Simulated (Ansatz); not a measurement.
C3H, SMILES [C]([CH-])[C] (connectivity only; charge and spin as stated), charge -1, multiplicity 1.

Geometry optimised at PBE0-D3(BJ)/def2-TZVPD.

Two levels are set side by side: PBE/def2-TZVPD (Ansatz, a first-principles code) and PBE0/def2-TZVPD (Ansatz). Energy differences of separate SCF runs at the same geometry; the states with an electron removed or added have multiplicity 2. Differences are taken from unrounded values.

```tsv
quantity	PBE0
vertical ionisation energy (eV)	2.26
vertical singlet–triplet gap (eV)	0.08
```

### Question
What does PBE give, and how far is it from PBE0? (The exact figures need the calculation; the answer reports its results.)

### Answer

```csv
quantity,PBE,PBE minus PBE0
vertical ionisation energy (eV),2.22,-0.05
vertical singlet–triplet gap (eV),0.15,0.06
```
